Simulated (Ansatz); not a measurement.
Potential energy curve for BrMg (cation, charge +1), lowest singlet found (which spin is the ground state isn't settled by this scan).

Level of theory: full CI/cc-pVDZ, cores with 3d frozen in Ansatz (a first-principles code).

Relative to R = 2.27 Å, what are the energies at R = 2.49, 2.96, 3.09, 3.50 Å?

4.7 kcal/mol at 2.49 Å, 29.9 kcal/mol at 2.96 Å, 36.4 kcal/mol at 3.09 Å, 50.4 kcal/mol at 3.50 Å.

The scan ran from 1.88 to 8.90 Å; beyond the distances shown full CI changes its symmetry label.
